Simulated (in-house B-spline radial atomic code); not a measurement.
# Two electrons outside the [Ne] 3s2 3p6 core: the titanium ion Ti²⁺

Computed with a B-spline radial code for spherical atoms: configuration interaction (CI) of the two valence electrons in the field of the frozen Dirac-Fock core, alone and with many-body perturbation theory for the core (screened one- and two-electron correlation potentials), Breit and QED terms; no-pair Dirac Hamiltonian, finite nucleus. Labels give the configuration (outer n counted up each series) and the leading LS term, or the jj pair where no LS term holds 70 %.

The lowest nd levels tend to come out too strongly bound in this method, by some 0.05 to 0.2 eV for each d electron where measurements exist, which shifts their lines and rates.

Excitation energies (cm⁻¹):

```json
{"level": "3d2 3F2", "purity of the LS term": "1.0", "CI alone": "0", "CI + MBPT + Breit + QED": "0", "Landé g of the LS mixture": "0.67"}
{"level": "3d2 3F3", "purity of the LS term": "1.0", "CI alone": "150", "CI + MBPT + Breit + QED": "179", "Landé g of the LS mixture": "1.08"}
{"level": "3d2 3F4", "purity of the LS term": "1.0", "CI alone": "?", "CI + MBPT + Breit + QED": "?", "Landé g of the LS mixture": "?"}
{"level": "3d2 1D2", "purity of the LS term": "0.993", "CI alone": "8005", "CI + MBPT + Breit + QED": "8902", "Landé g of the LS mixture": "1.00"}
{"level": "3d2 3P0", "purity of the LS term": "1.0", "CI alone": "10894", "CI + MBPT + Breit + QED": "10903", "Landé g of the LS mixture": "-"}
{"level": "3d2 3P1", "purity of the LS term": "1.0", "CI alone": "10943", "CI + MBPT + Breit + QED": "10965", "Landé g of the LS mixture": "1.50"}
{"level": "3d2 3P2", "purity of the LS term": "0.994", "CI alone": "11043", "CI + MBPT + Breit + QED": "11080", "Landé g of the LS mixture": "1.50"}
{"level": "3d2 1G4", "purity of the LS term": "1.0", "CI alone": "14348", "CI + MBPT + Breit + QED": "14464", "Landé g of the LS mixture": "1.00"}
{"level": "3d2 1S0", "purity of the LS term": "1.0", "CI alone": "29946", "CI + MBPT + Breit + QED": "34353", "Landé g of the LS mixture": "-"}
{"level": "3d4s 3D1", "purity of the LS term": "1.0", "CI alone": "23194", "CI + MBPT + Breit + QED": "38899", "Landé g of the LS mixture": "0.50"}
{"level": "3d4s 3D2", "purity of the LS term": "0.998", "CI alone": "23319", "CI + MBPT + Breit + QED": "39034", "Landé g of the LS mixture": "1.17"}
{"level": "3d4s 3D3", "purity of the LS term": "1.0", "CI alone": "23526", "CI + MBPT + Breit + QED": "39261", "Landé g of the LS mixture": "1.33"}
{"level": "3d4s 1D2", "purity of the LS term": "0.998", "CI alone": "?", "CI + MBPT + Breit + QED": "?", "Landé g of the LS mixture": "?"}
{"level": "3d4p 1D°2", "purity of the LS term": "0.983", "CI alone": "58444", "CI + MBPT + Breit + QED": "75905", "Landé g of the LS mixture": "1.00"}
{"level": "3d4p 3D°1", "purity of the LS term": "0.997", "CI alone": "60112", "CI + MBPT + Breit + QED": "77684", "Landé g of the LS mixture": "0.50"}
```

Problem. Where does 3d2 3F4 lie?

Solution. 346 cm⁻¹ in CI alone and 408 cm⁻¹ with all corrections; g = 1.25.

Problem. Where does 3d4s 1D2 lie?

Solution. 27020 cm⁻¹ in CI alone and 42705 cm⁻¹ with all corrections; g = 1.00.

Problem. What is the first ionisation energy?

Solution. 27.536 eV to the 3d3/2 state of the next ion (24.929 eV from CI alone). NIST lists 27.49171 ± 0.00025 eV (measured).

Some electric-dipole lines (reduced elements in atomic units, length form; vacuum wavelengths from the computed energies):

| upper | lower | D bare (size) | D with core polarisation (size) | λ (nm) | A (s⁻¹) |
| --- | --- | --- | --- | --- | --- |
| 3d4p 1D°2 | 3d2 3F2 | 0.2 | 0.189 | 131.74 | 6.4e+06 |
| 3d4p 1D°2 | 3d2 3F3 | 0.024 | 0.0233 | 132.06 | 9.6e+04 |
| 3d4p 3D°1 | 3d2 3F2 | 1.57 | 1.49 | 128.73 | 7e+08 |

Weak lines are less accurate than strong ones.
